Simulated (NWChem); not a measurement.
System: GaH$_{3}$S; SMILES [SH][GaH2]

Computed with NWChem. Medium grid unless said otherwise, to which SCAN and Minnesota functionals are sensitive. Geometry: optimised at PBE0/def2-SVP. Hybrids' shares of exact exchange are those that their runs print; pure functionals count as 0. The functionals differ in more than this share.

```csv
row,share of exact exchange,highest occupied level (eV)
PBE/def2-SVP,0.00,-6.46
revPBE/def2-SVP,0.00,-6.42
B3LYP/def2-SVP,0.20,-7.34
M05-2X/def2-SVP,0.56,withheld
Hartree-Fock/def2-SVP,1.00,-10.30
```

**Question.** Fit a straight line of the last column on the one before it, predict the withheld value, and compare with the run.

**Answer.** 
1. Means of the 4 shown rows: x = 0.300, y = -7.630. Slope Σ(x − x̄)(y − ȳ)/Σ(x − x̄)² = -2.612/0.6800 = -3.841; intercept -6.478.
2. The shown rows scatter about the line by 0.057 (root mean square); the largest residual is -0.09, at B3LYP/def2-SVP.
3. At x = 0.56 (M05-2X/def2-SVP; inside the shown range) the line gives -8.63.
4. The run gives -8.82, -0.19 from the line, 3.4 times the scatter.
